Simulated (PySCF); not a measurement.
# How methods differ on the excitation energy of Hg

Hg [Xe] 4f14 5d10 6s2 (1S) → Hg [Xe] 4f14 5d9 6s2 6p1 (high-spin determinant), as a difference of total energies. Computed with PySCF 2.14 in x2c-TZVPPall, with the spin-free X2C one-electron Hamiltonian (Gaussian nucleus). Correlated levels: valence: [Xe] 4f14 frozen. The calculations carry no spin-orbit coupling.

```tsv
method	excitation energy (cm⁻¹)
UHF	70584
MP2 (valence)	83140
SCS-MP2 (valence)	82396
CCSD (valence)	80178
CCSD(T) (valence)	80778
```

A first-order spin-orbit estimate (lowest level to lowest level, LS coupling) adds -0.493 eV.

The basis was made for the ground configuration and has no added diffuse functions, so the excitation energy can come out too high.

The determinant of the upper state mixes LS terms, which raises its energy above the lowest term, most at the Hartree-Fock and MP2 levels.
